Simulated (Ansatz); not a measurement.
Reaction (atomization): `[NH2][GeH]([OH])[F]` → F• + Ge• + 4 H• + N• + O•

Isolated molecules relaxed with PBE0-D4/def2-TZVP in Ansatz; ΔE leaves out vibrations. CCSD(T)/CBS is the MP2 limit (def2-TZVPP, def2-QZVPP) plus CCSD(T) − MP2 in def2-TZVPP, frozen cores. This one scheme is used for every species, atoms too. Functionals use def2-TZVPP. B3LYP here is the variant with VWN-RPA as its local correlation; programs differ in this. Open shells (•) are unrestricted, without spin–orbit coupling. Spin–orbit coupling would lower the free atoms: a little for F, O; clearly for Ge. Bonds to Ge are less sure, by a few kJ/mol each and by 10 to 20 or more in all where they break to atoms, as the def2 sets lack core-valence functions. Scalar relativity is left out up to krypton. Each species was taken in one conformer, which may not be the lowest.

```
             level  ΔE (kJ/mol)  difference from CCSD(T)/CBS
           BLYP-D4       2733.0                        -21.2
          B3LYP-D4       2716.5                        -37.7
        r2SCANh-D4       2695.8                        -58.4
          BHLYP-D4       2605.0                       -149.2
      CAM-B3LYP-D4       2745.4                         -8.8
           ωB97X-V       2749.2                         -5.0
            B2PLYP       2704.5                        -49.7
            revPBE       2648.5                       -105.7
              BLYP       2704.8                        -49.4
           LC-ωPBE       2718.7                        -35.5
      MP2/def2-SVP       2571.6                       -182.6
     CCSD/def2-SVP       2485.0                       -269.2
  CCSD(T)/def2-SVP       2512.8                       -241.4
     HF/def2-QZVPP       1834.8                       -919.4
SCS-MP2/def2-QZVPP       2779.3                         25.1
      HF/CBS(def2)       1835.8                       -918.4
       CCSD(T)/CBS       2754.2                            0
```

Largest T1 diagnostic among the species: 0.012.

The D4 term adds +20.5 kJ/mol with B3LYP and +10.6 kJ/mol with PBE0; it sums over pairs of atoms, weighted by their polarisabilities, and B3LYP, whose exchange is more repulsive, gets the larger term. In def2-TZVPP, CCSD(T) changes the Hartree–Fock value by +843.4 kJ/mol (the triples alone add +48.0 kJ/mol) and MP2 by +908.0 kJ/mol; breaking electron pairs costs correlation energy, which Hartree–Fock lacks.

For atomizations the MP2-based limit and the directly extrapolated one differ by several kJ/mol either way, and by 10 to 25 for some Ge, Se and Sn compounds, so smaller differences from it don't rank the levels.
